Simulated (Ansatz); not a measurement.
`c1ccc2c(c1)Cc1ccccc1-2`, 23 atoms. The species carries charge 0 and has multiplicity 1. Hardware: A = 4 threads of an AMD EPYC 7R13 on a shared host and a share of an NVIDIA H100 80 GB; B = 4 threads of an AMD EPYC 7R13 on a shared host. Correlated methods freeze the cores.

Q: How many basis functions does each run have, and how long does it take in Ansatz? RKS PBE0-D4/def2-QZVPP energy [A]; RHF-CCSD(T)/def2-SVP energy [A]; RKS ωB97M-V/def2-QZVPP energy [A]; RKS r2SCAN0-D4/def2-TZVPP energy [A]; RKS B3LYP-D4/def2-TZVPP energy and forces [A]; RKS ωB97M-V/def2-TZVPP energy and forces [A]; RHF-CCSD(T)/def2-TZVPP energy [A]; RKS PBE0-D4/def2-SVP energy [B]; RHF-MP2/def2-QZVPP energy [A]; RKS ωB97M-V/def2-SVP energy [B]; direct RPA on PBE orbitals/def2-TZVPP energy [A]; RKS CAM-B3LYP-D4/def2-TZVPP energy [A]. (Estimate.)

A: Computed: Other jobs shared the machine, so times are rough.

```json
{"level": "RKS r2SCAN0-D4/def2-TZVPP", "job": "energy [A]", "functions": "543", "wall time": "2.8 s", "peak host memory (GiB)": "1.4"}
{"level": "RKS CAM-B3LYP-D4/def2-TZVPP", "job": "energy [A]", "functions": "543", "wall time": "3.4 s", "peak host memory (GiB)": "1.4"}
{"level": "RKS B3LYP-D4/def2-TZVPP", "job": "energy and forces [A]", "functions": "543", "wall time": "4.6 s", "peak host memory (GiB)": "1.4"}
{"level": "RKS PBE0-D4/def2-SVP", "job": "energy [B]", "functions": "232", "wall time": "4.7 s", "peak host memory (GiB)": "1.4"}
{"level": "RHF-CCSD(T)/def2-SVP", "job": "energy [A]", "functions": "232", "wall time": "4.7 s", "peak host memory (GiB)": "1.4"}
{"level": "RKS ωB97M-V/def2-TZVPP", "job": "energy and forces [A]", "functions": "543", "wall time": "5 s", "peak host memory (GiB)": "1.4"}
{"level": "RKS PBE0-D4/def2-QZVPP", "job": "energy [A]", "functions": "1041", "wall time": "5 s", "peak host memory (GiB)": "1.6"}
{"level": "direct RPA on PBE orbitals/def2-TZVPP", "job": "energy [A]", "functions": "543", "wall time": "8.5 s", "peak host memory (GiB)": "3.3"}
{"level": "RKS ωB97M-V/def2-QZVPP", "job": "energy [A]", "functions": "1041", "wall time": "11 s", "peak host memory (GiB)": "1.8"}
{"level": "RKS ωB97M-V/def2-SVP", "job": "energy [B]", "functions": "232", "wall time": "13 s", "peak host memory (GiB)": "1.4"}
{"level": "RHF-MP2/def2-QZVPP", "job": "energy [A]", "functions": "1041", "wall time": "16 s", "peak host memory (GiB)": "1.9"}
{"level": "RHF-CCSD(T)/def2-TZVPP", "job": "energy [A]", "functions": "543", "wall time": "2.2 min", "peak host memory (GiB)": "3.2"}
```

B3LYP here is the variant with VWN-RPA as its local correlation; programs differ in this.
